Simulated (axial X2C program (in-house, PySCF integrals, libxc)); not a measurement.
**Spin–orbit effects along a row: molecules with O, PBE0**

All values come from calculations with an axial X2C code built on PySCF integrals, spin-free (one-electron X2C) or two-component (2c: spin–orbit coupling with atomic mean-field Coulomb and Gaunt terms, which also bring small scalar terms), in Dyall basis sets with cores contracted in-house; open shells are unrestricted.

Basis sets: B dyall-v3z, Be dyall-cv3z, C dyall-v3z, Li dyall-cv3z, N dyall-av3z, O dyall-av3z.

```
molecule   spin-free state  Re (Å)  ωe (cm⁻¹)  De (eV)  2c state  Re 2c (Å)  ωe 2c (cm⁻¹)  De 2c (eV)
     LiO  M_S = 1/2, Λ = 1   1.682      819.4     3.36   Ω = 3/2      1.682         819.2        3.37
     BeO    M_S = 0, Λ = 0   1.318     1563.8     4.59     Ω = 0      1.318        1563.6        4.59
      BO  M_S = 1/2, Λ = 0   1.200     1932.0     8.45   Ω = 1/2      1.200        1932.0        8.45
      CO    M_S = 0, Λ = 0   1.124     2234.6    11.05     Ω = 0      1.124        2234.5       11.05
      NO  M_S = 1/2, Λ = 1   1.140     2023.9     6.58   Ω = 1/2      1.140        2023.8        6.59
```

Each entry is the lowest single determinant of a limited PBE0 search at one distance. De goes to single-determinant-based atoms at the same level (for ions the charge split of lowest energy) and is withheld (n/a) where an atom does not fit its ground term or J level. Main or longest-lived isotopes. One determinant is a doubtful description, or other states lie close, for LiO; these need not be ground states, and all values refer to the states named. Some light 2c atoms are not at their ground J level, so De misses part of their lowering (0.04 eV or less). The functionals have no current term, which raises determinants with orbital currents.
